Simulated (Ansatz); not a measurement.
`O[SiH](O)F` + `CN([SiH3])CF` → `CN([SiH3])[SiH](O)O` + `FCF`  (formal exchange of groups at the Si–F bond)

Computed with Ansatz on PBE0-D4/def2-TZVP structures; ΔE is electronic, products minus reactants. CCSD(T)/CBS is the MP2 limit (def2-TZVPP, def2-QZVPP) plus CCSD(T) − MP2 in def2-TZVPP, frozen cores. This one scheme is used for every species. Functionals use def2-TZVPP. B3LYP here is the variant with VWN-RPA as its local correlation; programs differ in this. Each species was taken in one conformer, which may not be the lowest.

`O[SiH](O)F`:

Z-matrix (Å, degrees):
```
Si
O 1 1.619
F 1 1.595 2 111.7
O 1 1.630 2 108.7 3 118.8
H 1 1.469 2 107.5 3 -117.0
H 2 0.959 1 118.7 3 -79.5
H 4 0.958 1 118.6 2 -158.0
```

`CN([SiH3])CF`:

Z-matrix (Å, degrees):
```
C
N 1 1.452
H 1 1.095 2 109.9
H 1 1.095 2 112.7 3 120.8
H 1 1.092 2 110.0 3 -118.4
Si 2 1.733 1 119.3 3 151.0
C 2 1.401 1 115.6 3 -50.4
H 6 1.486 2 107.8 1 -52.3
H 6 1.490 2 114.3 1 67.2
H 6 1.484 2 106.9 1 -172.0
F 7 1.405 2 112.7 1 -72.9
H 7 1.095 2 110.9 1 45.0
H 7 1.092 2 110.7 1 168.2
```

`CN([SiH3])[SiH](O)O`:

Z-matrix (Å, degrees):
```
C
N 1 1.465
H 1 1.094 2 110.5
H 1 1.095 2 112.3 3 -120.0
H 1 1.094 2 110.9 3 118.8
Si 2 1.725 1 116.4 3 -162.8
Si 2 1.721 1 115.4 3 24.6
H 6 1.491 2 113.5 1 -75.3
H 6 1.487 2 109.6 1 163.7
H 6 1.488 2 108.6 1 44.2
O 7 1.634 2 114.3 1 62.7
O 7 1.638 2 109.3 1 -177.0
H 7 1.478 2 108.2 1 -52.2
H 11 0.959 7 117.7 2 72.4
H 12 0.958 7 118.5 2 41.9
```

`FCF`:

Cartesian coordinates in Å:
```
F -0.445 -0.131 -1.225
C -0.009 -0.052 0.052
F 0.617 1.134 0.221
H -0.872 -0.093 0.722
H 0.709 -0.858 0.229
```

```tsv
level	ΔE (kJ/mol)	difference from CCSD(T)/CBS
PBE-D4	107.8	-8.6
r2SCAN-D4	112.6	-3.8
ωB97X-V	112.0	-4.4
ωB97M-V	111.8	-4.6
B2PLYP	118.3	1.9
PBE	112.5	-3.9
r2SCAN	114.1	-2.3
PBE0	112.8	-3.6
B3LYP	118.9	2.5
HF/def2-TZVPP	116.5	0.1
SCS-MP2/def2-TZVPP	116.3	-0.1
CCSD/def2-TZVPP	114.3	-2.1
CCSD(T)/def2-TZVPP	112.8	-3.6
HF/def2-QZVPP	117.8	1.4
MP2/def2-QZVPP	120.0	3.6
SCS-MP2/def2-QZVPP	118.8	2.4
CCSD(T)/CBS	116.4	0
```

Largest T1 diagnostic among the species: 0.011.

The D4 term adds −7.4 kJ/mol with B3LYP and −4.3 kJ/mol with PBE0; it sums over pairs of atoms, weighted by their polarisabilities, and B3LYP, whose exchange is more repulsive, gets the larger term.
